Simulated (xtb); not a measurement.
C₁₂H₃₀Al₂O₆, SMILES CC[O][Al-]1([O]CC)[O+](CC)[Al-]([O]CC)([O]CC)[O+]1CC. All values are semi-empirical tight-binding results from xtb (GFN2-xTB unless named), good for trends rather than for accurate numbers. Geometry: GFN2-xTB. One conformer was computed; it need not be the lowest.

Optimised geometry:

```xyz
50

Al    -0.5369     0.8536     0.9094
O      0.9518    -0.1792     0.7315
C      2.0536    -0.4237     1.5765
C      1.6738    -1.3950     2.6837
O     -0.0943     2.4458     0.7976
C     -0.1054     3.7706     1.2076
C     -0.9482     3.9671     2.4599
O     -1.6059     0.3984     2.0996
C     -2.3920    -0.5556     2.7362
C     -2.6341    -1.7746     1.8541
H      2.8662    -0.8410     0.9688
H      2.3804     0.5289     2.0107
H      0.8542    -0.9731     3.2618
H      1.3448    -2.3339     2.2441
H      2.5208    -1.5810     3.3395
H     -0.5054     4.3932     0.3942
H      0.9282     4.0904     1.4036
H     -1.9657     3.6420     2.2621
H     -0.9486     5.0112     2.7629
H     -0.5492     3.3529     3.2624
H     -1.8942    -0.8670     3.6654
H     -3.3517    -0.0912     3.0064
H     -1.6768    -2.1525     1.4997
H     -3.1559    -2.5517     2.4077
H     -3.2276    -1.4900     0.9882
Al     0.5392    -0.8547    -0.9073
O     -0.9486     0.1783    -0.7290
C     -2.0514     0.4220    -1.5731
C     -1.6738     1.3953    -2.6793
O      0.0970    -2.4470    -0.7945
C      0.1090    -3.7710    -1.2074
C      0.9360    -3.9609    -2.4711
O      1.6070    -0.3994    -2.0986
C      2.3911     0.5546    -2.7377
C      2.6325     1.7752    -1.8577
H     -2.8643     0.8372    -0.9644
H     -2.3768    -0.5307    -2.0081
H     -0.8523     0.9763    -3.2569
H     -1.3482     2.3350    -2.2388
H     -2.5207     1.5789    -3.3357
H      0.5225    -4.3933    -0.4007
H     -0.9257    -4.0952    -1.3904
H      1.9537    -3.6285    -2.2865
H      0.9399    -5.0047    -2.7747
H      0.5222    -3.3492    -3.2680
H      1.8916     0.8639    -3.6668
H      3.3510     0.0912    -3.0085
H      1.6751     2.1535    -1.5041
H      3.1542     2.5516    -2.4125
H      3.2259     1.4922    -0.9912
```
Charge 0, spin multiplicity 1.

For metal compounds this method's bond lengths and energies can be far off.

- point group as xtb finds it: Ci
- orbital gap: 6.59 eV
- zero-point energy: 261.0 kcal/mol
- G − E(el) at 298.15 K (modified RRHO): 221.2 kcal/mol

Give the atomic charges and the Wiberg bond orders between heavy atoms. (Estimate from the structure and the level; the computed values follow.)

charges (e) Al1 0.49, O2 -0.27, C3 0.08, C4 -0.12, O5 -0.39, C6 0.10, C7 -0.12, O8 -0.39, C9 0.10, C10 -0.12, H11 0.05, H12 0.05, H13 0.07, H14 0.06, H15 0.05, H16 0.02, H17 0.02, H18 0.05, H19 0.04, H20 0.05, H21 0.02, H22 0.02, H23 0.07, H24 0.04, H25 0.05, Al26 0.49, O27 -0.27, C28 0.08, C29 -0.12, O30 -0.39, C31 0.10, C32 -0.12, O33 -0.39, C34 0.10, C35 -0.12, H36 0.05, H37 0.05, H38 0.07, H39 0.06, H40 0.05, H41 0.02, H42 0.02, H43 0.05, H44 0.04, H45 0.05, H46 0.02, H47 0.02, H48 0.07, H49 0.04, H50 0.05. Bond orders Al1–O2 0.70, O2–C3 0.95, C3–C4 1.01, Al1–O5 1.19, O5–C6 0.98, C6–C7 1.01, Al1–O8 1.18, O8–C9 0.98, C9–C10 1.01, O2–Al26 0.70, Al1–O27 0.70, Al26–O27 0.70, O27–C28 0.95, C28–C29 1.01, Al26–O30 1.19, O30–C31 0.98, C31–C32 1.01, Al26–O33 1.18, O33–C34 0.98, C34–C35 1.01.
